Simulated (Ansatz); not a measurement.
The same path of CH5FGe + H2 (10 atoms, charge 0, multiplicity 1) was run twice with different band settings. Lost on the way: Ge1–F2, H9–H10. Made: Ge1–H9, F2–H10.

Theory: RKS B3LYP-D4/def2-SVP (Ansatz).

Relaxed end points:

```xyz
10
Properties=species:S:1:pos:R:3
Ge -0.018 0.277 -0.613
F 0.027 -0.277 1.060
H 1.448 0.554 -1.004
C -1.128 1.880 -0.636
H -2.142 1.643 -0.283
H -0.693 2.651 0.016
H -1.194 2.277 -1.661
H -0.622 -0.886 -1.425
H 1.445 -2.616 2.500
H 1.081 -2.029 2.175
```

```xyz
10
Properties=species:S:1:pos:R:3
Ge 0.547 0.014 -0.634
F -1.194 -1.029 1.846
H 1.738 0.503 -1.485
C -0.723 1.453 -0.234
H -1.450 1.075 0.497
H -0.199 2.321 0.192
H -1.251 1.767 -1.146
H -0.137 -1.171 -1.340
H 1.147 -0.520 0.702
H -0.274 -0.937 1.732
```

Common settings: movable images 9; climbing image yes; spring 5.0 eV/Å²; start path through a guess of the saddle point; force threshold 0.05 eV/Å; iteration limit 60; end points relaxed.

| run | optimiser |
| --- | --- |
| 1 | quadratic models (default) |
| 2 | lbfgs |

Problem. What does each run give, and how far can it be trusted?

Solution. Run 1: converged after 21 iterations, highest image 2.004 eV above the first end. A vibrational analysis at the climbing image gives one clearly imaginary mode, 1186i cm⁻¹: a first-order saddle point.
Run 2: converged after 54 iterations, highest image 2.016 eV above the first end. The order of the stationary point at the top wasn't checked.
The orbitals stay closed-shell, which can raise the energy where a bond breaks towards radicals; this wasn't checked here.
